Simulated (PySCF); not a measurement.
**Broadened absorption spectrum of C7H3F3**

Compound: C₇H₃F₃.
SMILES: `C#C/C=C(/F)C#CC(F)F`

Method used: TDDFT wB97X-D/def2-SVPD, vertical, gas phase, core orbitals frozen in the response in PySCF. Geometry: GFN2-xTB; no solvent, vibrations or thermal averaging.

Each state is given a Gaussian of 0.25 eV full width at half maximum, with ε(max) = 2.175×10⁸ f / Δν̃ (Δν̃ the width in cm⁻¹). The width is an assumption, not a result. The curve ends short of the highest state used, and states not computed would add to its high-energy end.

| λ (nm) | ε (L mol⁻¹ cm⁻¹) |
| --- | --- |
| 188.2 | 2 |
| 191.0 | 35 |
| 193.7 | 316 |
| 196.4 | 1359 |
| 199.2 | 2951 |
| 201.9 | 3238 |
| 204.6 | 1964 |
| 207.4 | 656 |
| 210.1 | 137 |
| 212.8 | 18 |
| 215.6 | 2 |
| 218.3 | 1 |
| 221.0 | 4 |
| 223.8 | 12 |
| 226.5 | 23 |
| 229.2 | 33 |
| 232.0 | 33 |
| 234.7 | 24 |
| 237.4 | 14 |
| 240.2 | 21 |
| 242.9 | 122 |
| 245.6 | 634 |
| 248.4 | 2575 |
| 251.1 | 7420 |
| 253.8 | 16324 |
| 256.6 | 28290 |
| 259.3 | 37720 |
| 262.0 | 40217 |
| 264.8 | 34429 |
| 267.5 | 24244 |
| 270.2 | 14185 |
| 273.0 | 6771 |
| 275.7 | 2810 |
| 278.4 | 1000 |
| 281.2 | 294 |
| 283.9 | 79 |

(1) Locate the maxima and give the states behind the curve.

(2) On this curve, what absorbance would a 10⁻⁴ mol/L sample give at 254 nm over a 1 cm path?

Results:

(1) 261 nm (4.74 eV), ε about 40000, made up of S1 (100%); 231 nm (5.38 eV), ε about 34, made up of S3 (94%); 201 nm (6.17 eV), ε about 3400, made up of S5 (100%) (ε in L mol⁻¹ cm⁻¹; maxima over ε = 5, shares over 10%). The states used: S1 4.74 eV (f 0.374); S2 5.02 eV (f 0.0000); S3 5.37 eV (f 0.0003); S4 5.47 eV (f 0.0000); S5 6.17 eV (f 0.031); S6 6.34 eV (f 0.0000); S7 7.17 eV (f 0.151); S8 7.19 eV (f 0.011).

(2) 254 nm is 4.881 eV, where ε is about 17000 L mol⁻¹ cm⁻¹, so A = ε c l ≈ 1.7 (Beer–Lambert, with the gas-phase spectrum and the assumed width).
